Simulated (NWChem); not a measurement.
System: 1,1,1,2-tetrafluoroethane (C$_{2}$H$_{2}$F$_{4}$); SMILES FCC(F)(F)F

NWChem input:

```
start job
memory heap 200 mb stack 900 mb global 1100 mb
geometry units angstroms noautosym nocenter noautoz
  F     -0.134736     1.947831     0.003527
  C      0.745033     0.914670    -0.006873
  C     -0.003389    -0.400832    -0.000222
  F     -0.763570    -0.527201     1.084078
  F     -0.787502    -0.524483    -1.067649
  F      0.878974    -1.403581    -0.011289
  H      1.389642     0.951562     0.885827
  H      1.370733     0.953372    -0.912859
end
basis spherical
  F library 6-31g*
  C library 6-31g*
  H library 6-31g*
end
dft
  xc xpbe96 cpbe96
  iterations 150
end
cosmo
  do_cosmo_smd true
  solvent hexane
end
task dft energy
```

NWChem printed, in part:

```
             Northwest Computational Chemistry Package (NWChem) 7.3.0
             --------------------------------------------------------

                             Geometry "geometry" -> ""
                             -------------------------

 Output coordinates in angstroms (scale by  1.889725989 to convert to a.u.)

  No.       Tag          Charge          X              Y              Z
 ---- ---------------- ---------- -------------- -------------- --------------
    1 F                    9.0000    -0.13473600     1.94783100     0.00352700
    2 C                    6.0000     0.74503300     0.91467000    -0.00687300
    3 C                    6.0000    -0.00338900    -0.40083200    -0.00022200
    4 F                    9.0000    -0.76357000    -0.52720100     1.08407800
    5 F                    9.0000    -0.78750200    -0.52448300    -1.06764900
    6 F                    9.0000     0.87897400    -1.40358100    -0.01128900
    7 H                    1.0000     1.38964200     0.95156200     0.88582700
    8 H                    1.0000     1.37073300     0.95337200    -0.91285900

 Effective nuclear repulsion energy (a.u.)     273.4794799742

  pbe96 is a nonlocal functional; adding pw91lda local functional.

                                 NWChem DFT Module
                                 -----------------

 Summary of "ao basis" -> "ao basis" (spherical)
 ------------------------------------------------------------------------------
       Tag                 Description            Shells   Functions and Types
 ---------------- ------------------------------  ------  ---------------------
 F                           6-31g*                  6       14   3s2p1d
 C                           6-31g*                  6       14   3s2p1d
 H                           6-31g*                  2        2   2s

 in cosmo_initialize ...
 calling solv_data for solv:hexane

 solvent parameters
 solvname_short: hexane
 solvname_long:  n-hexane
 dielec:        1.8819
 dielecinf:     1.8903
 nonaqueous SMD model solvent descriptors
 dielec:        1.8819
 sola:          0.0000
 solb:          0.0000
 solc:          0.0000
 solg:         25.7500
 solh:          0.0000
 soln:          1.3749

          ---------------
          -cosmo- solvent
          ---------------
 Cosmo: York-Karplus, doi: 10.1021/jp992097l
 dielectric constant -eps-     =   1.88
 screen = (eps-1)/(eps    )    =   0.46862
 surface charge correction     = lagrangian

   van der Waals surface
 --------------------------

 ---------- ATOMIC COORDINATES (A.U.) ------------ VDWR(ANG.) --
     1   -0.25461412    3.68086686    0.00666506     1.730
     2    1.40790822    1.72847567   -0.01298809     1.850
     3   -0.00640428   -0.75746265   -0.00041952     1.850
     4   -1.44293807   -0.99626543    2.04861037     1.730
     5   -1.48816300   -0.99112916   -2.01756406     1.730
     6    1.66102001   -2.65238349   -0.02133312     1.730
     7    2.62604260    1.79819144    1.67397030     1.200
     8    2.59030977    1.80161185   -1.72505338     1.200
 number of segments per atom =        128
 number of   points per atom =        128
 atom (   nspa,  nppa )
 ----------------------
    1 (     79,     0 )       0
    2 (     40,     0 )       0
    3 (      8,     0 )       0
    4 (     74,     0 )       0
    5 (     73,     0 )       0
    6 (     80,     0 )       0
    7 (     57,     0 )       0
    8 (     56,     0 )       0
 number of -cosmo- surface points =      467
 molecular surface =    108.876 angstrom**2
 molecular volume  =     86.112 angstrom**3
 -lineq- algorithm             =   0
 -bem- low  level              =   3
 -bem- from -octahedral-
 gaussian surface charge width =   4.50000
 degree of switching           =   1.00000
 switching function tolerance  =   0.00010
 atomic radii =
 --------------
    1  9.000  1.730
    2  6.000  1.850
    3  6.000  1.850
    4  9.000  1.730
    5  9.000  1.730
    6  9.000  1.730
    7  1.000  1.200
    8  1.000  1.200
 ...... end of -cosmo- initialization ......

 nat:                     8
 ixmem:                  3618
 calling mnsol_interface()
 G(SMD-CDS) energy (kcal/mol)  =     0.443
 SMD-CDS SASA (angstrom**2)    =   123.709

[...]

                                COSMO-SMD solvation results
                                ---------------------------

             internal energy in gas <Psi(g)|H|Psi(g)> =      -476.294271281538
         internal energy in solvent <Psi(s)|H|Psi(s)> =      -476.294112135662
                               delta internal energy  =         0.000159145876 (    0.10 kcal/mol)
   total free energy in solvent <Psi(s)|H+V/2|Psi(s)> =      -476.296555791462
 polarization energy contribution <Psi(s)|V/2|Psi(s)> =        -0.002443655800 (   -1.53 kcal/mol)
    total free energy in solvent including G(SMD-CDS) =      -476.295850588938
                       G(SMD-CDS) energy contribution =         0.000705202524 (    0.44 kcal/mol)
     1 M fixed-concentration free energy of solvation =        -0.001579307400 (   -0.99 kcal/mol)

                       DFT Final Molecular Orbital Analysis
                       ------------------------------------

 Vector   23  Occ=2.000000D+00  E=-3.349201D-01
              MO Center= -2.4D-01, -8.0D-01,  2.0D-03, r^2= 2.0D+00
   Bfn.  Coefficient  Atom+Function         Bfn.  Coefficient  Atom+Function
  ----- ------------  ---------------      ----- ------------  ---------------
    75      0.401310  6 F  pz                45     -0.311920  4 F  px
    59      0.307157  5 F  px                79      0.272039  6 F  pz
    61     -0.213077  5 F  pz                49     -0.210914  4 F  px
    63      0.207688  5 F  px                47     -0.205776  4 F  pz
    46      0.169486  4 F  py                60     -0.168936  5 F  py

 Vector   24  Occ=2.000000D+00  E=-2.949791D-01
              MO Center=  3.4D-01,  1.5D+00, -1.9D-03, r^2= 1.6D+00
   Bfn.  Coefficient  Atom+Function         Bfn.  Coefficient  Atom+Function
  ----- ------------  ---------------      ----- ------------  ---------------
     5      0.543689  1 F  pz                 9      0.389816  1 F  pz
    19     -0.272556  2 C  pz                86     -0.209777  7 H  s
    88      0.209862  8 H  s                 85     -0.184316  7 H  s
    87      0.184356  8 H  s                 45      0.067420  4 F  px
    59     -0.066544  5 F  px                75      0.058653  6 F  pz

 Vector   25  Occ=2.000000D+00  E=-2.884145D-01
              MO Center=  1.3D-01,  7.7D-01, -4.1D-04, r^2= 2.5D+00
   Bfn.  Coefficient  Atom+Function         Bfn.  Coefficient  Atom+Function
  ----- ------------  ---------------      ----- ------------  ---------------
     3      0.329584  1 F  px                 4      0.309339  1 F  py
    32      0.238990  3 C  py                 7      0.235536  1 F  px
     8      0.230631  1 F  py                18     -0.206742  2 C  py
    17     -0.203554  2 C  px                74     -0.198946  6 F  py
    34      0.165693  3 C  s                 46     -0.159473  4 F  py

 Vector   26  Occ=0.000000D+00  E= 5.286978D-02
              MO Center=  4.3D-01,  6.7D-01, -3.8D-03, r^2= 2.3D+00
   Bfn.  Coefficient  Atom+Function         Bfn.  Coefficient  Atom+Function
  ----- ------------  ---------------      ----- ------------  ---------------
    22      0.650534  2 C  py                 6     -0.551349  1 F  s
    21     -0.524695  2 C  px                86      0.395853  7 H  s
    88      0.395868  8 H  s                 34      0.312709  3 C  s
    17     -0.285271  2 C  px                 8      0.282135  1 F  py
    31     -0.274514  3 C  px                18      0.271180  2 C  py

 Vector   27  Occ=0.000000D+00  E= 9.928982D-02
              MO Center=  8.0D-01,  4.5D-01,  2.1D-03, r^2= 3.0D+00
   Bfn.  Coefficient  Atom+Function         Bfn.  Coefficient  Atom+Function
  ----- ------------  ---------------      ----- ------------  ---------------
    86      1.086668  7 H  s                 88     -1.065975  8 H  s
    23     -0.813499  2 C  pz                33     -0.437804  3 C  pz
    37     -0.414955  3 C  pz                19     -0.338454  2 C  pz
    48      0.268692  4 F  s                 62     -0.269017  5 F  s
    63     -0.179168  5 F  px                49      0.175888  4 F  px

 Vector   28  Occ=0.000000D+00  E= 1.001169D-01
              MO Center=  1.4D+00,  8.8D-01, -2.4D-02, r^2= 3.0D+00
   Bfn.  Coefficient  Atom+Function         Bfn.  Coefficient  Atom+Function
  ----- ------------  ---------------      ----- ------------  ---------------
    20      1.810263  2 C  s                 88     -1.326862  8 H  s
    86     -1.309895  7 H  s                 21      0.691911  2 C  px
    22      0.282071  2 C  py                36      0.241625  3 C  py
    76      0.236551  6 F  s                 16      0.229597  2 C  s
    17      0.214902  2 C  px                 6     -0.192634  1 F  s

     Multipole analysis of the density
     ---------------------------------

     L   x y z        total         alpha         beta         nuclear
     -   - - -        -----         -----         ----         -------
     0   0 0 0     -0.000000    -25.000000    -25.000000     50.000000

     1   1 0 0      0.675899      0.386390      0.386390     -0.096881
     1   0 1 0      0.121337     -0.337172     -0.337172      0.795680
     1   0 0 1     -0.007062     -0.011469     -0.011469      0.015876

     2   2 0 0    -22.058639    -55.821280    -55.821280     89.583921
     2   1 1 0      1.291964     -0.427024     -0.427024      2.146012
     2   1 0 1     -0.006359      0.046008      0.046008     -0.098375
     2   0 2 0    -24.970863   -127.923818   -127.923818    230.876772
     2   0 1 1     -0.015875     -0.071870     -0.071870      0.127865
     2   0 0 2    -22.792605    -51.491211    -51.491211     80.189817
```

Level: PBE/6-31G* (spherical d), SMD on the gas-phase geometry. All runs use the structure optimised with PBE0/def2-SVP. Solvent: n-hexane.
